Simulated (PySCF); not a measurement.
AlFI2, SMILES [F][Al]([I])[I].

Geometry optimised at PBE-D3(BJ)/def2-SVP. The def2 effective core potentials stand for the cores of I; spin–orbit coupling is left out.

The numbers are results of PySCF 2.14.0 with TDA-CAM-B3LYP/def2-SVPD, not measurements.

Vertical excitations.  State labels are in the subgroup C2v.

Computed excitation energies, oscillator strengths and character:
```tsv
state	symmetry	energy (eV)	λ (nm)	f	main pairs
S1	B2	5.04	246	0.018	HOMO→LUMO 95 %
S2	A2	5.18	239	0.000	HOMO−1→LUMO 96 %
S3	A2	5.43	228	0.000	HOMO→LUMO+1 98 %
S4	A1	5.51	225	0.024	HOMO−2→LUMO 94 %
S5	B1	5.63	220	0.049	HOMO−3→LUMO 94 %
S6	B2	5.88	211	0.039	HOMO−1→LUMO+1 84 %
S7	B1	5.89	210	0.002	HOMO−2→LUMO+1 97 %
S8	A1	6.38	194	0.020	HOMO−3→LUMO+1 89 %
S9	A2	6.87	180	0.000	HOMO−4→LUMO+1 97 %
S10	B2	6.95	179	0.354	HOMO−4→LUMO 62 %, HOMO→LUMO+4 13 %
T1	B2	4.68	265	0	HOMO→LUMO 93 %
T2	A2	4.87	254	0	HOMO−1→LUMO 92 %
T3	A1	5.13	242	0	HOMO−2→LUMO 91 %
T4	B1	5.19	239	0	HOMO−3→LUMO 91 %
```
Triplets are in the Tamm–Dancoff approximation.
